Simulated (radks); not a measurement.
Problem. Ionisation of the titanium ion Ti2+, [Ar] 3d2, to [Ar] 3d1 as the strength of local exchange is varied. Method: scalar-relativistic Kohn-Sham, Slater X-alpha exchange (alpha = 2/3 is LDA exchange), no correlation, spin-polarised, spherical densities, point nucleus; open shells are filled with parallel spins first; computed with a radial shooting solver on a logarithmic mesh with Libxc functionals.

| alpha | E(Ti2+) (hartree) | exchange (hartree) | IE (eV) | -e of the level emptied (eV) | <r> of it (bohr) |
|---|---|---|---|---|---|
| 0.564 | -843.43865 | -31.94289 | 24.440 | 17.663 (3d) | 1.510 |
| 0.679 | -849.97773 | -38.72570 | 26.648 | 19.593 (3d) | 1.435 |
| 0.709 | -851.69108 | -40.50991 | 27.244 | 20.120 (3d) | 1.418 |
| 0.802 | -857.02215 | -46.07965 | 29.148 | 21.818 (3d) | 1.367 |
| 0.805 | -857.19462 | -46.26029 | 29.211 | 21.875 (3d) | 1.365 |
| ? | -849.29326 | -38.01372 | 26.411 | 19.384 (3d) | 1.443 |

Which alpha was used in the last row?

Solution. alpha = 0.667. NIST Atomic Spectra Database: 27.492 eV (measured). The Delta-SCF value meets it near alpha = 0.72. Open shells are spherical and high-spin; term and fine-structure splittings are not resolved.
